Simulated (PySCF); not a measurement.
Species: CH₁₀GeOSi₂.
Cartesian coordinates in Å at the PBE0-D3(BJ)/def2-SVP level; atoms count from 1:
```xyz
15
CH10GeOSi2 angstrom
C     -2.4415    0.0273    0.0691
Si    -0.8958    1.0815   -0.1430
Si     1.0128   -0.2704   -0.0426
O      0.7515   -1.2735    1.2828
Ge     3.0261    1.0027    0.2407
H     -3.3489    0.6494    0.0983
H     -2.5394   -0.6922   -0.7579
H     -2.3716   -0.5402    1.0093
H     -0.8993    1.8073   -1.4544
H     -0.8093    2.1109    0.9420
H      1.1593   -1.0773   -1.3029
H      1.4700   -1.8697    1.5150
H      4.0878    0.6697   -0.8274
H      3.6396    0.7003    1.6245
H      2.7520    2.5186    0.1739
```

Method: PBE0-D3(BJ)/def2-SVP geometry optimisation, gas phase (PySCF 2.14.0).

Take the most abundant isotopes and a rigid rotor. The values belong to one conformer with, in the numbering `[CH3:1][SiH2:2][Si@H:3]([OH:4])[GeH3:5]`, C1–Si2–Si3–O4 -46°, Si2–Si3–O4–H -176°.

**Question.** What are A, B and C (cm⁻¹)?

**Answer.** Ia = 140.28, Ib = 639.05, Ic = 736.95 u·Å²; 505379 MHz·u·Å²/I gives 3603, 790.8 and 685.8 MHz, that is A = 0.12017, B = 0.02638, C = 0.02287 cm⁻¹.

**Question.** Classify the top.

**Answer.** A near-prolate asymmetric top; Ray's κ = -0.928.

**Question.** What does the inertial defect say?

**Answer.** Not planar: Δ = Ic − Ia − Ib = -42.38 u·Å². For a rigid frame Δ = −2 Σ m c², so Σ m c² = 21.19 u·Å² lies off the ab plane: 11.55 from hydrogen and 9.64 from heavier atoms. The atom farthest from that plane is 1.96 Å away.

**Question.** Where do the levels up to J = 3 lie, in MHz?

**Answer.** Above 0(0,0):
J = 1: 1(0,1) 1477, 1(1,1) 4289, 1(1,0) 4394
J = 2: 2(0,2) 4427, 2(1,2) 7137, 2(1,1) 7452, 2(2,1) 15888, 2(2,0) 15890
J = 3: 3(0,3) 8845, 3(1,3) 11407, 3(1,2) 12037, 3(2,2) 20317, 3(2,1) 20332, 3(3,1) 34641, 3(3,0) 34641

**Question.** Which lines would a microwave search look for?

**Answer.** The dipole components are |μa| = 0.14 D, |μb| = 0.95 D, |μc| = 0.40 D. Intensities carry the squares of the components, which stand as 0.02 : 1.00 : 0.18 (a : b : c). Some lines, for components of 0.1 D or more:

```csv
type,branch,"J(Ka,Kc)",MHz,lower level (cm⁻¹)
a,Q,"2(1,1) ← 2(1,2)",315,0.238
c,Q,"2(1,2) ← 2(0,2)",2710,0.148
c,Q,"1(1,1) ← 1(0,1)",2812,0.049
b,Q,"1(1,0) ← 1(0,1)",2917,0.049
a,R,"2(0,2) ← 1(0,1)",2950,0.049
b,R,"1(1,1) ← 0(0,0)",4289,0.000
a,R,"3(1,2) ← 2(1,1)",4586,0.249
b,R,"2(1,2) ← 1(0,1)",5660,0.049
b,Q,"3(2,1) ← 3(1,2)",8294,0.402
c,Q,"2(2,1) ← 2(1,1)",8436,0.249
b,Q,"2(2,0) ← 2(1,1)",8439,0.249
b,Q,"3(2,2) ← 3(1,3)",8910,0.381
c,R,"2(2,0) ← 1(1,0)",11497,0.147
b,R,"2(2,0) ← 1(1,1)",11602,0.143
c,R,"3(2,1) ← 2(1,1)",12880,0.249
b,Q,"3(3,0) ← 3(2,1)",14310,0.678
```

Not checked by PBE0-D3(BJ)/def2-SVP frequencies. Zero-point vibration and centrifugal distortion are left out. A rigid rotor knows nothing of internal rotation, which can split or shift real lines.

Time: 63 s; peak memory 0.56 GiB. Hardware: an Arm Neoverse V1 with one thread, on a shared host. This is the geometry optimisation.
